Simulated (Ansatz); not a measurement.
Gas-phase electronic energies from Ansatz, PBE0-D4/def2-TZVP geometries. CBS: MP2 limit from def2 TZ/QZ plus the TZ coupled-cluster correction, frozen cores. DFT in def2-TZVPP. B3LYP here is the variant with VWN-RPA as its local correlation; programs differ in this. One conformer a species, not always the lowest.

Consider the isomerisation: `C[SiH2][SiH](O)Cl` → `O[SiH2]C([SiH3])Cl`.

```
             level  ΔE (kJ/mol)  difference from CCSD(T)/CBS
            PBE-D4        180.3                          9.2
         r2SCAN-D4        180.5                          9.4
           PBE0-D4        182.1                         11.0
          B3LYP-D4        174.2                          3.1
           ωB97X-V        173.4                          2.3
           ωB97M-V        169.7                         -1.4
            B2PLYP        174.1                          3.0
               PBE        182.3                         11.2
            r2SCAN        180.8                          9.7
              PBE0        183.6                         12.5
             B3LYP        177.7                          6.6
     HF/def2-TZVPP        175.5                          4.4
    MP2/def2-TZVPP        169.5                         -1.6
SCS-MP2/def2-TZVPP        165.6                         -5.5
   CCSD/def2-TZVPP        171.0                         -0.1
CCSD(T)/def2-TZVPP        169.0                         -2.1
     HF/def2-QZVPP        174.9                          3.8
    MP2/def2-QZVPP        170.5                         -0.6
SCS-MP2/def2-QZVPP        167.0                         -4.1
      HF/CBS(def2)        174.8                          3.7
     MP2/CBS(def2)        171.6                          0.5
    CCSD/CBS(def2)        173.1                          2.0
       CCSD(T)/CBS        171.1                            0
```

Largest T1 diagnostic among the species: 0.011.

In def2-TZVPP, CCSD(T) changes the Hartree–Fock value by −6.5 kJ/mol (the triples alone add −2.0 kJ/mol) and MP2 by −6.0 kJ/mol. The D4 term adds −3.4 kJ/mol with B3LYP and −1.5 kJ/mol with PBE0; it sums over pairs of atoms, weighted by their polarisabilities, and B3LYP, whose exchange is more repulsive, gets the larger term.
